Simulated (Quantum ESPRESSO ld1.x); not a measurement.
Problem. These are the eigenvalues of the occupied orbitals of an atom or ion with whole-number occupations (eV). Calculated with ld1.x of Quantum ESPRESSO 7.5: Dirac Kohn-Sham, PBEsol, spin-unpolarised, spherical densities, point nucleus.

orbital  eigenvalue
1s1/2     -5293.756
2s1/2      -914.556
2p1/2      -834.414
2p3/2      -828.111

Which element is it, and in what charge state? The configuration may be excited. Open shells, if any, are shared by 2j + 1.

Solution. Z = 22, titanium, charge +13: Ti13+ in [He] 2s2 2p5. The list shows which subshells hold electrons but not how many an open one holds; the 1s level, -194.54 hartree, gives Z - s = 19.7 by -(Z - s)^2/2, which with screening and relativity narrows Z to a few neighbours, and the depths of the outer levels then fix element, charge and occupations together.
